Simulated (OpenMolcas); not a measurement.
**Ionisation energies of platinum**

| Quantity | Value |
| --- | --- |
| Program | OpenMolcas 26.06 |
| Basis | ANO-R3 [9s7p6d4f2g2h] |
| Scalar Hamiltonian | X2C, finite nucleus |
| Spin-orbit coupling | RASSI with atomic mean-field integrals over the reference wave functions, term energies averaged over their components |

Active shells in each charge state: the valence d, s shells, with orbitals averaged over the low states. Where CASPT2's correlated closed shells are named, they are those of the first ion.

A. CASSCF
B. SS-CASPT2, IPEA 0.25 Eh, imaginary shift 0.1 Eh (closed shells correlated: 5s 5p)
C. SS-CASPT2, IPEA 0.25 Eh, imaginary shift 0.1 Eh (closed shells correlated: 4f 5s 5p)
D. SS-CASPT2, IPEA 0 Eh, imaginary shift 0.1 Eh (closed shells correlated: 5s 5p)

Energies in eV between the lowest computed levels, named as in B; reference values from the NIST Atomic Spectra Database with their kind.

```csv
From,To,A,B,C,D,Spin-orbit share in B,Reference
Pt+ 5d⁹ ²D_5/2,Pt2+ 5d⁸ ³F₄,16.439,18.535,18.667,18.474,-0.344,18.560 (measured)
```

Steps that some method lacks are left out, and so are those with a state whose active s or d shell is doubly occupied in every root (s and p with five to eight electrons, d10) over a frozen core shell of the same l, since the two then mix freely.

Error against the reference values, in %:

| From | Reference | A | B | C | D |
| --- | --- | --- | --- | --- | --- |
| Pt+ | measured | -11.4 | -0.1 | +0.6 | -0.5 |

Absolute error against the one measured value: A 2.12 eV, B 0.03 eV, C 0.11 eV, D 0.09 eV. B lies closest.

The lowest level within the active space need not be the ion's true ground level.
